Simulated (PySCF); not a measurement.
A calculated (PBE0, PySCF 2.14, aug-cc-pVTZ, the non-relativistic Hamiltonian (point nucleus)) atom or ion has these occupied shells.

```
shell  electrons  orbital energy (eV)  rms radius, mean of both spins (bohr)
 1s α          1              -7582.0                                 0.0659
 1s β          1              -7581.9                                 0.0659
 2s α          1              -919.11                                  0.280
 2s β          1              -917.21                                  0.280
 2p α          3              -799.47                                  0.250
 2p β          3              -797.88                                  0.250
 3s α          1              -126.75                                  0.842
 3s β          1              -122.29                                  0.842
 3p α          3              -90.567                                  0.892
 3p β          3              -85.743                                  0.892
 3d α          5              -31.111                                   1.14
 3d β          2              -28.451                                   1.14
```

(1) Name the element and its charge.

Results:

(1) Co²⁺ (cobalt, charge +2), in [Ar] 3d7, high-spin 4F determinant.
